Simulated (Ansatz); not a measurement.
`[F][SnH2][F]` + `FC1=C(F)[SiH2]1` → `[F][SnH]([F])[F]` + `FC1=C[SiH2]1` at 298.15 K and 1 bar (redistribution).

Program: Ansatz. Geometries: PBE0-D4/def2-TZVP. ΔE: electronic, gas phase. CCSD(T)/CBS is the MP2 limit (def2-TZVPP, def2-QZVPP) plus CCSD(T) − MP2 in def2-TZVPP, frozen cores. Elements past krypton have def2 core potentials. For Sn outer-core shells are correlated without core-valence functions, which leaves a few kJ/mol of doubt a bond.

| species | CCSD(T)/CBS energy (Eh) | H − E (kJ/mol) | S (J/(mol·K)) |
| --- | --- | --- | --- |
| `[F][SnH2][F]` | -414.86106 | 60.4 | 292.0 |
| `FC1=C(F)[SiH2]1` | -565.85926 | 102.1 | 300.2 |
| `[F][SnH]([F])[F]` | -514.09299 | 50.3 | 312.4 |
| `FC1=C[SiH2]1` | -466.68690 | 118.5 | 284.5 |

H − E and S are ideal-gas, rigid-rotor, harmonic terms from PBE0-D4/def2-TZVP. 1 Eh = 2625.50 kJ/mol, R = 8.31446 J/(mol·K).

Problem. By hand: ΔE, ΔH, ΔS and ΔG.

Solution. ΔE = (-514.09299) + (-466.68690) − (-414.86106) − (-565.85926) = -0.05957 Eh = -156.4 kJ/mol. Δ(H − E) = 50.3 + 118.5 − 60.4 − 102.1 = 6.3, so ΔH = -150.1 kJ/mol. ΔS = 312.4 + 284.5 − 292.0 − 300.2 = 4.7 J/(mol·K). ΔG = -150.1 − 298.15 × (4.7)/1000 = -151.5 kJ/mol.

Problem. By hand: the equilibrium constant, and the temperature at which ΔG would vanish if ΔH and ΔS stayed fixed.

Solution. log₁₀ K = −ΔG/(RT ln 10) = 26.5. ΔH and −TΔS have one sign here, so there is no such temperature. One of them is within its doubt of zero, so this could turn.

The number of gas molecules stays the same, so ΔS is small and ΔH decides. A doubt of 5 kJ/mol in ΔE shifts log₁₀ K by 0.9 here. These are equilibria of isolated gas molecules and say nothing of rates. Largest T1 diagnostic: 0.015 (customary marks: 0.02 for closed shells, 0.045 for open ones).
